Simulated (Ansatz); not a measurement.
Total energies of GaH5O4, SMILES `[OH][Ga-]([OH])([OH])[OH2+]`.

Cartesian coordinates in Å:
```
O 0.889 1.009 1.214
Ga 0.323 -0.303 0.116
O 0.582 -0.085 -1.664
O 0.099 -1.932 0.816
O -1.561 0.598 -0.147
H 1.177 0.689 2.071
H 1.393 0.373 -1.888
H 0.023 -2.617 0.150
H -1.438 0.876 -1.067
H -1.488 1.391 0.399
```

The species carries charge 0 and has multiplicity 1. Correlated methods include outer-core shells of Ga, which these sets cover unevenly. Scalar relativity is left out up to krypton. The geometry is a stationary point of PBE0-D4/def2-TZVP. It is one conformer, not always the lowest. Basis def2-TZVPP, the Gaussian-basis code of Ansatz.

RPA on PBE orbitals: Hartree–Fock energy of these orbitals -2225.79317 Eh, correlation -1.83692 Eh (frozen core).

| functional | kind | energy without D4 (Eh) | D4 term (kJ/mol) |
| --- | --- | --- | --- |
| PBE | GGA | -2228.40682 | -17.6 |
| r2SCAN | meta-GGA | -2228.86677 | -4.3 |
| B97M-V | meta-GGA with VV10 | -2228.55209 | – |
| PBE0 | global hybrid, 25 % exact exchange | -2228.44405 | -14.9 |
| B3LYP | global hybrid, 20 % | -2229.07209 | -28.3 |
| r2SCANh | meta-GGA hybrid, 10 % | -2228.83634 | -4.6 |
| r2SCAN0 | meta-GGA hybrid, 25 % | -2228.79259 | -5.1 |
| HSE06 (plane-wave form) | screened hybrid | -2228.43026 | -13.9 |
| BHLYP | global hybrid, 50 % | -2228.84323 | -22.1 |
| LC-ωPBE | long-range corrected hybrid | -2228.60454 | – |
| ωB97X-V | range-separated hybrid GGA with VV10 | -2228.73971 | – |
| ωB97M-V | range-separated hybrid meta-GGA with VV10 | -2228.82598 | – |
| B2PLYP | double hybrid | -2228.46968 | – |
| PBE-QIDH | double hybrid | -2228.07912 | – |

Q: Give the same for LDA (SPW92), revPBE, BLYP, CAM-B3LYP. (Best estimate.)

A: Ansatz gave: 
```json
{"functional": "LDA (SPW92)", "kind": "LDA", "energy without D4 (Eh)": "-2223.82681", "D4 term (kJ/mol)": "–"}
{"functional": "revPBE", "kind": "GGA", "energy without D4 (Eh)": "-2228.77183", "D4 term (kJ/mol)": "-50.6"}
{"functional": "BLYP", "kind": "GGA", "energy without D4 (Eh)": "-2229.03680", "D4 term (kJ/mol)": "-38.2"}
{"functional": "CAM-B3LYP", "kind": "range-separated hybrid", "energy without D4 (Eh)": "-2229.04950", "D4 term (kJ/mol)": "-15.1"}
```

B3LYP takes the VWN-RPA correlation (the form of Gaussian; ORCA's B3LYP/G). HSE06 is the plane-wave form, built on full-range PBE exchange. The double hybrids freeze the cores in their second-order part.

LC-ωPBE has ω = 0.4 bohr⁻¹.
